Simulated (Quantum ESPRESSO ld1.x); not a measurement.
The numbers below are computed, except where a source is named.
Problem. F2+, 7 electrons, occupied as [He] 2s1.5 2p3 3p0.5 (fractional occupations, a model configuration). Code: ld1.x of Quantum ESPRESSO 7.5. Model: Dirac Kohn-Sham, LDA (Slater exchange, Perdew-Zunger correlation), spin-unpolarised, spherical densities, point nucleus; open shells fill j = l - 1/2 first. Some entries of the table are withheld. Estimate them.

orbital  occ.  eigenvalue (eV)  r(max) (bohr)
1s1/2       2         -714.709         0.1148
2s1/2     1.5         -73.7413            (1)
2p1/2       2         -55.4562            (2)
2p3/2       1         -55.3637            (3)
3s1/2       0         -17.9953          2.518
3p1/2     0.5         -14.2800          2.768
3p3/2       0         -14.2688          2.770
3d3/2       0          -9.8679          2.978
3d5/2       0          -9.8672          2.978

Solution. 
(1) 2s1/2 r(max) (bohr): 0.7307
(2) 2p1/2 r(max) (bohr): 0.6373
(3) 2p3/2 r(max) (bohr): 0.6383
